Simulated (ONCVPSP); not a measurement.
**Ta (Z = 73): ONCV pseudisation with PBE, scalar-relativistic reference atom.**

Ta, optimised norm-conserving Vanderbilt (ONCV), made with ONCVPSP 4.0.1 (PBE, scalar-relativistic). Core [Kr] 4d10, reference 4f14 5s2 5p6 5d3 6s2. Waves: 5s+6s: rc 1.75 bohr, ncon 4, nbas 7, qcut 5.6 1/bohr, 2 projectors; 5p: rc 1.45 bohr, ncon 4, nbas 8, qcut 6.1 1/bohr, 1 projector; 5d: rc 3.10 bohr, ncon 4, nbas 9, qcut 4.5 1/bohr, 2 projectors, debl 3.3 Ha; 4f: rc 0.75 bohr, ncon 5, nbas 10, qcut 21.2 1/bohr, 3 projectors, debl 1.8 Ha. Local part: polynomial inside 0.75 bohr (lpopt 5, dvloc0 0 Ha). Core correction: Teter function, fcfact 4.25, rcfact 1.35.

Results:

```
Cutoffs needed             : 219 Ha and 648 Ha (the cutoffs (Ha) at which the residual kinetic energy of the hardest occupied pseudo-wave falls to 1 and 0.1 mHa per electron)
Ghost test                 : ghosts flagged at negative energy: s at -335.0 eV, p at -131.3 eV; GHOST(+) flagged for d at 96.0 eV; a true bound ghost makes a file unfit for plane-wave use
Largest excitation error   : -846 meV (all-electron minus pseudo) for 4f13 5s2 5p6 5d4 6s1, out of 4 test configurations
rms error of d²Exc/dni dnj : 5.06 mHa without and 2.60 mHa with the model core
```

Generation and tests took about 6.8 s on one core of a shared server CPU.
